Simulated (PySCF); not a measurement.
This script is equivalent to a calculation on Au (gold, neutral).

```python
from pyscf import gto, scf, dft, mp, cc
import basis_set_exchange as bse
txt = bse.get_basis("aug-cc-pVTZ-PP", elements=["Au"], fmt="nwchem", header=False, augment_diffuse=1)
cut = txt.index("\nECP")
mol = gto.M(atom="Au 0 0 0", charge=0, spin=1, symmetry="D2h",
            basis=gto.basis.parse(txt[:cut]),
            ecp={"Au": gto.basis.parse_ecp(txt[cut:])})
mf = dft.UKS(mol, xc="LDA,VWN")
mf.irrep_nelec = {'Ag': (4, 3), 'B1g': (1, 1), 'B2g': (1, 1), 'B3g': (1, 1), 'B1u': (1, 1), 'B2u': (1, 1), 'B3u': (1, 1)}
mf.kernel()
```

**Question.** What total energy does it give?

**Answer.** -135.493 hartree (calculated).

**Question.** Which occupied shell lies highest, and where?

**Answer.** 6s α, at -6.336 eV.

**Question.** What is ⟨S²⟩, and what would a pure spin state give?

**Answer.** 0.751, against 0.75.

Energies and moments cover only the electrons outside the core potential. Spin-orbit coupling, which splits the p, d and f shells strongly at this Z, is absent.
